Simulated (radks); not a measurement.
Results of a calculation; reference values are marked as such.
Charge is removed step by step from the 3s down level of the krypton ion Kr+, starting from [Ne] 3s(up 1, down 1) 3p6 3d10 4s2 4p5. Code: a radial shooting solver on a logarithmic mesh with Libxc functionals. Model: scalar-relativistic Kohn-Sham, PBEsol, spin-polarised, spherical densities, point nucleus; open shells are filled with parallel spins first.

\begin{tabular}{lrrr}
removed (e) & E - E(0) (eV) & eigenvalue (eV) & E minus straight line (eV) \\ \hline
0 & 0.000 & -275.35 & 0.000 \\
0.1 & 27.657 & -277.97 & -1.208 \\
0.2 & 55.577 & -280.61 & -2.154 \\
0.3 & 83.762 & -283.27 & -2.834 \\
0.4 & 112.21 & -285.95 & -3.247 \\
0.5 & 140.94 & -288.66 & -3.391 \\
0.6 & 169.93 & -291.38 & -3.264 \\
0.7 & 199.19 & -294.13 & -2.863 \\
0.8 & 228.74 & -296.89 & -2.186 \\
0.9 & 258.55 & -299.67 & -1.233 \\
1 & 288.65 & -302.47 & 0.000 \\
\end{tabular}

Removing the whole electron costs 288.65 eV by Delta-SCF, against 275.35 eV from minus the eigenvalue at the starting occupation. Slater's transition state (half an electron removed) gives 288.66 eV. Integrating minus the eigenvalue over the occupation (Janak's theorem) gives 288.74 eV. In this scalar-relativistic scheme the density is built from large components alone, so the theorem holds only approximately. The mean slope of the eigenvalue, de/dn, is 27.1 eV per electron.
